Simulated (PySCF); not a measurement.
A side-by-side comparison of computed properties.

First species: C₄H₁₁P₂ (charge +1).
SMILES: `C=CC[P@H+](C)P`

Second species: CF3C(O)CH3, C3H3F3O.
SMILES: `CC(=O)C(F)(F)F`

Levels: CAM-B3LYP/def2-SVPD for HOMO energy, LUMO energy, HOMO–LUMO gap, static isotropic polarisability and electronic spatial extent ⟨r²⟩ about the centre of nuclear charge; TDDFT CAM-B3LYP/def2-SVPD for lowest singlet excitation; TDA CAM-B3LYP/def2-SVPD for lowest triplet excitation (Tamm–Dancoff); ΔSCF CAM-B3LYP/def2-SVPD for vertical ionisation energy; PBE0-D3(BJ)/def2-SVP for rotational constant A and rotational constant C. Geometries: PBE0-D3(BJ)/def2-SVP. Each species is one conformer at its optimised geometry, gas phase, non-relativistic unless stated; the electronic structure was computed with PySCF and density fitting.

Dipoles, sizes and rotational constants follow the conformer. The torsions of the flexible species, by atom-mapped SMILES:
- `[CH2:1]=[CH:2][CH2:3][P@H+:4]([CH3:5])[PH2:6]`: C1–C2–C3–P4 106°, C2–C3–P4–C5 -61°, H–P6–P4–C3 -72°, H–P6–P4–C3 -167°
- `[CH3:1][C:2](=[O:3])[C:4]([F:5])([F:6])[F:7]`: C1–C2–C4–F5 59°

Which of the two has the higher LUMO energy, and by how much?

The second: -0.52 eV against -4.19 eV, a difference of 3.67 eV.

Which of the two has the higher static isotropic polarisability, and by how much?

The first: 95.0 au against 42.3 au, a difference of 52.7 au.

Which of the two has the higher vertical ionisation energy, and by how much?

The first: 13.90 eV against 11.02 eV, a difference of 2.88 eV.

Which has the higher T1 energy?

The first: 4.22 eV against 3.73 eV, a difference of 0.49 eV.

Which of the two has the higher S1 energy, and by how much?

The first: 6.50 eV against 4.36 eV, a difference of 2.14 eV.

Which of the two has the higher rotational constant A, and by how much?

The first: 4.565 GHz against 3.679 GHz, a difference of 0.886 GHz.

Which of the two has the higher HOMO–LUMO gap, and by how much?

The second: 9.46 eV against 8.89 eV, a difference of 0.57 eV.

Which of the two has the higher ⟨r²⟩, and by how much?

The first: 1181 bohr² against 638 bohr², a difference of 543 bohr².

On the first: No computed singlet falls in the visible range (750 to 380 nm, 1.65 to 3.26 eV); S1 lies 3.24 eV above its blue end. The principal polarisabilities are 77.4, 83.6 and 123.9 au; their mean is the isotropic value.

On the second: The principal polarisabilities are 35.9, 44.0 and 47.0 au; their mean is the isotropic value. The vertical singlet–triplet gap S1 − T1 is 0.63 eV (TDDFT singlet less Tamm–Dancoff triplet; S1: HOMO→LUMO, weight 0.98; T1: HOMO→LUMO, weight 0.98).
